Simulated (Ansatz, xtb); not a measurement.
# Two isomers of CH5AlFN

Structure I: `[F][Al@@H-]1[CH2][NH2+]1`, a singlet. Structure II: `C[NH][AlH][F]`, a singlet. Both are isolated molecules in the gas phase, relaxed with PBE0-D3(BJ)/def2-SVP; the shapes shown needn't be the lowest conformers.

I (Å):

```xyz
9

C     2.6947   -1.8802   -1.6332
Al    0.8785   -1.7882   -2.3167
F     0.5248   -2.6737   -3.6986
N     1.8357   -2.9791   -1.0121
H     1.7816   -2.9621    0.0042
H     2.1062   -3.9165   -1.3041
H     3.0458   -1.1893   -0.8564
H     3.5511   -2.3030   -2.1729
H    -0.2460   -0.8643   -1.7020
```

II (Å):

```xyz
9

C     2.1218   -3.1961   -0.8032
Al    1.1331   -1.3016   -2.7643
F    -0.2082   -2.2101   -3.1616
N     2.2219   -1.9546   -1.5374
H     1.2192   -3.7447   -1.1121
H     2.9830   -3.8661   -0.9806
H     2.0465   -3.0399    0.2886
H     3.0453   -1.4183   -1.2796
H     1.3942    0.0800   -3.4705
```

Quicker runs give these differences E(II) − E(I): GFN2-xTB −99.8 kJ/mol; HF/STO-3G −93.2 kJ/mol (at GFN2-xTB geometries); r2SCAN-D4/def2-SVP −72.1 kJ/mol (at GFN2-xTB geometries).

Problem. Estimate E(II) − E(I) at the level CCSD(T)/def2-TZVP.

Solution. Calculated at CCSD(T)/def2-TZVP: E(II) − E(I) = −73.1 kJ/mol, so structure II lies lower.

The same difference at several levels:

```
               level              geometry  E(II) − E(I) (kJ/mol)  departure from the last row (kJ/mol)  job, with rough time for the two
            GFN2-xTB              GFN2-xTB                   −99.8                                 −26.7              optimisation, 0.68 s
           HF/STO-3G              GFN2-xTB                   −93.2                                 −20.1               single point, 1.1 s
  r2SCAN-D4/def2-SVP              GFN2-xTB                   −72.1                                  +1.0               single point, 5.5 s
PBE0-D3(BJ)/def2-SVP  PBE0-D3(BJ)/def2-SVP                   −62.4                                 +10.7                optimisation, 81 s
        HF/def2-TZVP  PBE0-D3(BJ)/def2-SVP                   −83.2                                 −10.1           part of the CCSD(T) run
       MP2/def2-TZVP  PBE0-D3(BJ)/def2-SVP                   −75.2                                  −2.2           part of the CCSD(T) run
   CCSD(T)/def2-TZVP  PBE0-D3(BJ)/def2-SVP                   −73.1                                                   single point, 2.6 min
```

As drawn, II has 1 C–H in place of 1 C–Al, 1 N–H. Structure I has a 3-membered ring, II no ring.

None of the levels shown reverses the order. The largest departure from CCSD(T)/def2-TZVP is that of GFN2-xTB, 26.7 kJ/mol.

With harmonic frequencies from PBE0-D3(BJ)/def2-SVP (ideal gas, rigid rotor, one conformer each, 298.15 K, 1 atm): the zero-point term adds +0.6 kJ/mol; ΔH is −71.8 and ΔG −74.1 kJ/mol.

The correlated steps freeze 8 core orbitals. Mirror images aren't counted in ΔG. Codes used: Ansatz 0.2.0, xtb 6.7.1; the last row on 2 threads of AMD EPYC (Zen 3) on a shared host.
